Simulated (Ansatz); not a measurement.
Cost and result for the atomization energy of CH₆BNTe, SMILES `NCB[TeH]` (10 atoms, 9 bonds).

```xyz
10

N     1.584    0.590   -0.342
C     0.146    0.455   -0.149
B    -0.290   -0.963    0.337
Te   -2.285   -1.676    0.279
H     1.848    1.558   -0.472
H     2.088    0.245    0.464
H    -0.367    0.704   -1.085
H    -0.281    1.156    0.597
H     0.479   -1.734    0.834
H    -2.923   -0.334   -0.463
```

The species carries charge 0 and has multiplicity 1. Correlated methods include outer-core shells of Te, which these sets cover unevenly. Te takes the def2 core potential. Geometry: relaxed with PBE0-D4/def2-TZVP. It is one conformer, not always the lowest. Program: Ansatz. All runs use 4 threads of an Arm Neoverse V1 on a shared host. Times are those of one run each, without the atoms' runs, and a repeat can differ threefold. Electronic energies, without spin–orbit coupling; frozen cores. CCSD(T)/CBS adds CCSD(T) − MP2 in def2-TZVPP to the MP2 limit, and its time is that of the two runs behind it. T1 = 0.013. With those shells the extrapolation isn't a true limit. B3LYP takes the VWN-RPA correlation (the form of Gaussian; ORCA's B3LYP/G).

CCSD(T)/CBS is a level of theory with its own doubt, some kJ/mol a heavy atom from the limit and from the frozen cores, so smaller differences don't rank the functionals.

| level | functions | wall time | atomization (kcal/mol) | difference from CCSD(T)/CBS | per bond |
| --- | --- | --- | --- | --- | --- |
| PBE-D4/def2-TZVPP (with forces) | 227 | 2.1 s | 818.8 | 17.8 | 2.0 |
| PBE0-D4/def2-TZVPP | 227 | 2.5 s | 804.2 | 3.2 | 0.3 |
| B3LYP-D4/def2-TZVPP (with forces) | 227 | 3.7 s | 803.8 | 2.8 | 0.3 |
| r2SCAN-D4/def2-TZVPP (with forces) | 227 | 4.3 s | 800.6 | -0.4 | -0.1 |
| B2PLYP/def2-TZVPP | 227 | 4.8 s | 792.0 | -9.0 | -1.0 |
| ωB97X-V/def2-TZVPP | 227 | 6.5 s | 802.6 | 1.6 | 0.2 |
| ωB97M-V/def2-TZVPP (with forces) | 227 | 9.5 s | 800.9 | -0.1 | 0.0 |
| MP2/def2-QZVPP | 433 | 17 s | 798.5 | -2.5 | -0.3 |
| CCSD(T)/def2-TZVPP | 227 | 2.4 min | 777.5 | -23.5 | -2.6 |
| CCSD(T)/CBS(def2) | – | 2.6 min | 801.0 | 0.0 | 0.0 |

The D4 term adds +7.4 kcal/mol with B3LYP and +3.9 kcal/mol with PBE0; it sums over pairs of atoms, weighted by their polarisabilities, and B3LYP, whose exchange is more repulsive, gets the larger term. In def2-TZVPP, CCSD(T) changes the Hartree–Fock value by +209.3 kcal/mol (the triples alone add +12.5 kcal/mol) and MP2 by +216.5 kcal/mol; breaking electron pairs costs correlation energy, which Hartree–Fock lacks. From PBE to PBE0 (25 % exact exchange), in def2-TZVPP and without D4, the atomization energy moves by −13.9 kcal/mol: exact exchange takes away binding that semilocal exchange gives to molecules.

Spin–orbit coupling would lower the free Te atoms strongly, and the atomization energy with them, by more than many differences here.
